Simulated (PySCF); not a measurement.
C5H11N (SMILES C/N=C\C(C)C), singlet, at a GFN2-xTB geometry. Base run: DF-PBE/def2-SV(P) (PySCF).

The PySCF input:
```python
from pyscf import gto, scf, dft

mol = gto.M(
    atom='''
C     2.33157418    0.22844444   -0.06114154
N     1.32759659    0.24569989   -1.09214993
C     0.10510534    0.10466868   -0.84785158
C    -0.60611874   -0.10523714    0.46407424
C    -1.33984555   -1.44688915    0.42393819
C    -1.59140576    1.04297636    0.68852528
H     2.36182565   -0.73374031    0.45664700
H     3.29439873    0.39684831   -0.54302109
H     2.16812636    1.01261526    0.68284214
H    -0.54925438    0.13680779   -1.71543435
H     0.11718068   -0.11984479    1.28479203
H    -1.86458621   -1.61844468    1.36158468
H    -2.06696132   -1.45712840   -0.38556214
H    -0.63817828   -2.26337499    0.26563661
H    -1.06856595    1.99679572    0.71884152
H    -2.12021451    0.90816737    1.62989377
H    -2.32280360    1.07762016   -0.11643840
''',
    basis='def2-sv(p)',
    verbose=4,
    max_memory=1800,
)

mf = dft.RKS(mol)
mf.xc = 'pbe'
mf = mf.density_fit(auxbasis='def2-universal-jkfit')
mf.kernel()
```

The job was repeated with other settings on one machine. Differences are taken from the largest basis of the def2 family in the series, which isn't the basis-set limit (def2-TZVPP: -251.629431 Eh). The cheapest run took around 20 core-seconds (rough).

| setting | basis functions | cost, times the cheapest (rough) | difference in total energy (mEh) |
|---|---|---|---|
| def2-SV(P) | 106 | 1 | 308.62 |
| def2-SVP | 139 | 1 | 283.30 |
| def2-TZVP | 252 | 2 | 3.87 |
| def2-TZVPP | 340 | 4 | reference |

Times come from a shared machine, hold the start-up and are rough. Total energies converge more slowly with the basis than energy differences do.
